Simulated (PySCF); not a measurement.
Si(Cl)(OH)2(NH2) (ClH4NO2Si), SMILES N[Si](O)(O)Cl. The structure is a stationary point at PBE-D3(BJ)/def2-SVP. Other conformers were not sampled.

Computed equilibrium geometry at PBE-D3(BJ)/def2-SVP (PySCF confirms it by a frequency run) as Cartesian coordinates in Å (one conformer of several):
```xyz
9

N      1.8081    -0.2889    -0.1529
Si     0.1231    -0.0209    -0.3393
O     -0.2466     1.3888    -1.1504
O     -0.6135    -1.2269    -1.2155
Cl    -0.6241     0.0673     1.6077
H      2.1279    -0.7607     0.6952
H      2.3560    -0.5757    -0.9679
H      0.1113     2.1933    -0.7360
H     -1.4848    -0.9812    -1.5746
```
Charge 0, spin multiplicity 1.
